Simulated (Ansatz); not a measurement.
A nudged elastic band was laid between two geometries of BClFH2N + H2O (9 atoms, charge 0, multiplicity 1).

Theory: RKS PBE/def2-SVP (Ansatz).

| Item | Value |
| --- | --- |
| movable images | 7 |
| climbing image | yes |
| spring | 0.1 eV/Å² |
| optimiser | quadratic models (default) |
| start path | through a guess of the saddle point |
| force threshold | 0.05 eV/Å |
| iteration limit | 60 |
| end points | relaxed |

Image 0:

```xyz
9
Properties=species:S:1:pos:R:3
B 0.043 -0.279 0.279
N 0.051 -0.331 1.688
H -0.749 -0.662 2.225
H 0.916 -0.236 2.222
F 1.160 -0.047 -0.412
Cl -1.471 -0.621 -0.606
O -0.640 2.473 0.595
H -1.461 2.186 0.154
H -0.576 1.834 1.333
```

Image 8:

```xyz
9
Properties=species:S:1:pos:R:3
B -0.282 0.546 0.227
N 0.002 0.139 1.804
H -0.893 -0.100 2.256
H 0.626 -0.678 1.861
F 0.969 0.566 -0.374
Cl -1.301 -0.913 -0.411
O -0.967 1.772 0.340
H -1.310 2.050 -0.526
H 0.430 0.934 2.303
```

(1) What changes between the two ends?

(2) Give the energies along the band, and the barrier.

(3) What is the geometry of the highest image?

The band took 11 iterations and roughly 8 core-minutes.

Answers

(1) Bonds broken: O7–H9. Bonds formed: B1–O7, N2–H9. BClFH2N + H2O becomes BClFH4NO.

(2) The forces met the threshold. The highest image is number 3 of 0 to 8, 0.211 eV above the first end and 1.049 eV above the last; the last end lies 0.838 eV below the first. Another band between the same ends (7 images) ends at a top of the same energy, where a vibrational analysis finds 1 clearly imaginary mode. The orbitals stay closed-shell, which can raise the energy where a bond breaks towards radicals; this wasn't checked here.

```tsv
image	path coordinate (Å)	energy (eV)	O7–H9 (Å)	B1–O7 (Å)	N2–H9 (Å)
0	0.00	0.000	0.98	2.85	2.28
1	0.48	0.037	0.98	2.34	2.24
2	0.95	0.064	1.00	1.80	1.92
3	1.43	0.211	1.17	1.61	1.41
4	1.95	-0.435	1.74	1.46	1.06
5	2.48	-0.754	2.26	1.41	1.03
6	3.02	-0.819	2.33	1.41	1.03
7	3.58	-0.832	2.41	1.41	1.03
8	4.14	-0.838	2.55	1.41	1.03
```

(3) 
```xyz
9
Properties=species:S:1:pos:R:3
B -0.103 0.260 0.251
N -0.077 0.051 1.797
H -0.755 -0.624 2.165
H 0.854 -0.153 2.181
F 1.095 0.106 -0.375
Cl -1.549 -0.546 -0.570
O -0.427 1.828 0.428
H -1.328 2.010 0.095
H -0.436 1.385 1.508
```

Run time: 7.2 min on 2 threads of Intel(R) Xeon(R) Processor @ 2.50GHz (Skylake/Cascade Lake) (shared host), peak memory 0.14 GiB.
